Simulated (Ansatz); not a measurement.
NO$_{2}$, doublet, geometry from GFN2-xTB. Base run: R2SCAN/cc-pVDZ (Ansatz, a quantum-chemistry and plane-wave program).

Geometry (Å):
```xyz
3

N      0.0263    -0.0010     0.2939
O      0.0105     1.1020    -0.1269
O     -0.0335    -1.1012    -0.1303
```
Charge 0, spin multiplicity 2.
Orbitals are unrestricted.
All else is at Ansatz's defaults.
Base energy -205.00538 Eh.

The base run was repeated with changes; each row names its change, and settings that it needs were set with it.

```csv
change,ΔE vs base (kcal/mol)
base,0.000
fitting.mean_field = cc-pVTZ-JKFIT,-0.039
nuclear_model = gaussian,0.020
fitting.mean_field = def2-universal-JKFIT,-0.028
"final_grid = 10, 20, 41",-0.021
lower_state_search = full,0.000
accuracy = high,0.001
lower_state_search = off,0.000
"final_grid = 14, 28, 59",-0.001
forces = on,0.000
"point_charge = charge:1.0 position_ang:-1.2209, -3.7131, -1.2601",-4.92
```
